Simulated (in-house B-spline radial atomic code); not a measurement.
Radial electron density of Tc⁴⁺, [Kr] 4d3. Computed with an all-electron radial atomic-structure program (B-spline basis): scalar-relativistic (X2C) HSE06, spin-polarised, spherical fractional occupations, exact exchange averaged over the configuration, Fermi nucleus of rms radius 4.41117 fm.

One-electron X2C: radii and densities carry no picture-change correction, so inner-shell <1/r> comes out high (for 1s by about 2 % at Z = 33, 5 % at 54, 10 % at 75, 30 % at 118) and <r> low.

Columns: r (bohr), 4πr²n(r) (electrons per bohr), bar.

```
 0.00125    1.822 #
 0.00152    2.512 ##
 0.00185    3.454 ##
 0.00226    4.751 ###
 0.00275    6.449 ####
 0.00335    8.699 ######
 0.00409    11.65 ########
 0.00498    15.35 ##########
 0.00607    19.93 #############
 0.00739    25.37 #################
 0.00901     31.6 #####################
   0.011     38.3 #########################
  0.0134    44.78 ##############################
  0.0163    50.24 #################################
  0.0199    53.86 ####################################
  0.0242    54.77 ####################################
  0.0295    52.95 ###################################
  0.0359    49.43 #################################
  0.0438    46.41 ###############################
  0.0533    46.67 ###############################
   0.065    51.72 ##################################
  0.0791    59.97 ########################################
  0.0964    66.75 ############################################
   0.118    66.46 ############################################
   0.143    58.26 ######################################
   0.174    47.44 ###############################
   0.213    42.56 ############################
   0.259    46.61 ###############################
   0.316    52.07 ##################################
   0.384    48.86 ################################
   0.468    35.63 #######################
   0.571    20.94 ##############
   0.695     13.3 #########
   0.847    12.27 ########
    1.03    12.23 ########
    1.26    9.635 ######
    1.53    5.747 ####
    1.87    2.526 ##
    2.28   0.8515 #
    2.77   0.2233 
    3.38  0.04067 
    4.12 0.004698 
    5.02 0.0002983
```

On this grid the curve has 3 maxima, near 0.0242, 0.0964, 0.316 bohr.

The 4d up radial function P(r) = rR(r), positive near the nucleus:

```csv
r (bohr),P
0.0134,0.001412
0.0199,0.004113
0.0295,0.0115
0.0438,0.03053
0.065,0.07465
0.0964,0.1621
0.143,0.2974
0.213,0.427
0.316,0.4033
0.468,0.08705
0.695,-0.4543
1.03,-0.8668
1.53,-0.8212
2.28,-0.4308
3.38,-0.1115
5.02,-0.009934
```
